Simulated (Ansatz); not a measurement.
Molecule: sum formula SiNH₅, charge 0, multiplicity 1. SMILES: N[SiH3]
Geometry: optimised at B3LYP-D3(BJ)/def2-TZVP (Ansatz, an electronic-structure program).

Quantity: vertical triplet-singlet gap (E(triplet) - E(singlet); each state is the SCF solution reached for its spin; for the triplet T1 is 0.046), in kJ/mol. Cores are frozen in the correlated levels unless marked. Open shells are spin-unrestricted. Spin-orbit coupling is left out. Non-relativistic. CBS(X,Y): correlation extrapolated as X^-3; Hartree-Fock from the larger set.

```csv
level,program,vertical triplet-singlet gap (kJ/mol)
PBE/def2-TZVPD,Ansatz,517.5
wB97M-V/def2-TZVPD,Ansatz,580.2
SCS-MP2/def2-SVPD,Ansatz,620.7
"CCSD/CBS(aug-cc-pV(T+d)Z,aug-cc-pV(Q+d)Z)",Ansatz,564.9
CCSD(T)/aug-cc-pV(D+d)Z,Ansatz,549.6
CCSD(T)/def2-SVPD,Ansatz,586.2
"CCSD(T)/CBS(aug-cc-pV(T+d)Z,aug-cc-pV(Q+d)Z)",Ansatz,566.5
```
